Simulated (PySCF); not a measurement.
A structure optimised at PBE-D3(BJ)/def2-SVP, used in a PySCF frequency run:

```xyz
9

Al     1.0594     0.5420     0.0000
H      2.6436     0.4912     0.0000
O      0.3235     2.0848     0.0000
C     -0.9658     2.6344     0.0000
H     -1.7735     1.8646     0.0000
H     -1.1159     3.2770     0.8966
H     -1.1159     3.2770    -0.8966
Se    -0.2976    -1.3595     0.0000
H      0.9156    -2.2176     0.0000
```

**Question.** Write its SMILES, formula and point group.

**Answer.** C[O][AlH][SeH], CH₅AlOSe, Cs

**Question.** What are its rotational constants (standard atomic weights)?

**Answer.** 7.8496, 1.5018, 1.2709 GHz
